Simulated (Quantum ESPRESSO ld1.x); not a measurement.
All-electron atom: Sc19+ in 1s1.75 2s0.25 (fractional occupations, a model configuration). Calculated with ld1.x of Quantum ESPRESSO 7.5: non-relativistic Kohn-Sham, LDA (Slater exchange, Perdew-Zunger correlation), spin-polarised, spherical densities, point nucleus; open shells are filled with parallel spins first.

Normalised radial functions P(r) = r R(r), r in bohr:

r,1s up,1s down,2s down
0.006242,1.0391,1.0377,0.3531
0.007563,1.2246,1.2230,0.4158
0.009164,1.4348,1.4330,0.4864
0.0111,1.6693,1.6672,0.5646
0.01345,1.9254,1.9230,0.6490
0.0163,2.1979,2.1952,0.7370
0.01975,2.4776,2.4747,0.8242
0.02393,2.7507,2.7476,0.9040
0.029,2.9984,2.9952,0.9666
0.03514,3.1965,3.1935,0.9994
0.04257,3.3174,3.3148,0.9864
0.05159,3.3331,3.3311,0.9091
0.0625,3.2201,3.2191,0.7493
0.07573,2.9671,2.9672,0.4921
0.09177,2.5819,2.5832,0.1326
0.1112,2.0965,2.0988,-0.3169
0.1347,1.5658,1.5684,-0.8200
0.1632,1.0570,1.0593,-1.3131
0.1978,0.6314,0.6330,-1.7115
0.2397,0.3253,0.3262,-1.9286
0.2904,0.1401,0.1405,-1.9070
0.3519,0.0486,0.0487,-1.6496
0.4263,0.0129,0.0130,-1.2317
0.5166,0.0025,0.0025,-0.7771
0.6259,0.0003,0.0003,-0.4023
0.7584,0.0000,0.0000,-0.1647
0.919,0.0000,0.0000,-0.0509

1s up: eigenvalue -5561.2 eV, 0 radial nodes, <r> = 0.0727 bohr, 90 % of the charge inside 0.129 bohr. 1s down: eigenvalue -5541.8 eV, 0 radial nodes, <r> = 0.0727 bohr, 90 % of the charge inside 0.129 bohr. 2s down (empty): eigenvalue -1305.0 eV, 1 radial node at r = 0.0975 bohr, <r> = 0.300 bohr, 90 % of the charge inside 0.457 bohr.
